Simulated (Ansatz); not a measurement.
A further run on the cluster Mn₃⁻ (the lowest multiplicity 13 isomer of a short search).

```yaml
crystal:
  periodic: [false, false, false]
  atoms:
    - {symbol: Mn, position_ang: [1.054930, -0.392725, -0.996904]}
    - {symbol: Mn, position_ang: [-1.129548, 0.798798, -0.535656]}
    - {symbol: Mn, position_ang: [0.074618, -0.406073, 1.532571]}
basis:
  gaussian: {orbitals: def2-TZVP}
total_charge: -1
magnetization: {spin_polarized: true, initial_magnetization: 12}
hamiltonian: {xc: {name: rPW86-PBE}, dispersion: d4}
scf: {omitted_lower_state_checks: [starts]}
output: {forces: true}
```

```sh
$ ansatz run in.yaml --threads 4 --pin off --events-out ev --progress --plain --max-ram 3916MiB
```

Shortened log:

```
Functional definition: rPW86-PBE
1326 factors; their error is unknown
mean field evaluation 1: about -94005.1187 eV, gradient 4.8e1 eV
mean field evaluation 2: about -93572.3483 eV, gradient 3.0e2 eV
mean field evaluation 4: about -93817.7413 eV, gradient 2.4e2 eV
mean field evaluation 8: about -94013.4210 eV, gradient 4.3e-1 eV
mean field evaluation 16: about -94013.4135 eV, gradient 2.5e-5 eV
mean field -94013.41350669 eV, -3454.9292217905 hartree, gradient 2.3e-6 eV, S^2 42.746603; 0 other end points of the search recorded, 0 dependent functions left out
reference -94013.41358482 eV, -3454.9292246616 hartree; 44, 32 occupied and 91, 103 virtual orbitals, 1326 factors
Total energy: -94013.51732132 eV, -3454.9330369078 hartree
Atom 0 at     1.054930    -0.392725    -0.996904 Å, force    -0.595560     0.261936     0.392349 eV/Å
Atom 1 at    -1.129548     0.798798    -0.535656 Å, force     0.620473    -0.400992     0.134076 eV/Å
Atom 2 at     0.074618    -0.406073     1.532571 Å, force    -0.024913     0.139056    -0.526425 eV/Å
Dipole moment:    -0.030217     0.062438    -0.188364 e Å
Checks for a lower state left out: starts
```

It took 12 s on 4 threads of Arm Neoverse V2 on a shared host.

The highest occupied level of an anion often lies above zero with these methods, and sets without diffuse functions describe the outer electron poorly. The charge -1 multiplicity 13 is spin-contaminated (final ⟨S²⟩ up to 42.75, 42.00 for a pure state).

The dipole of an ion depends on the origin.
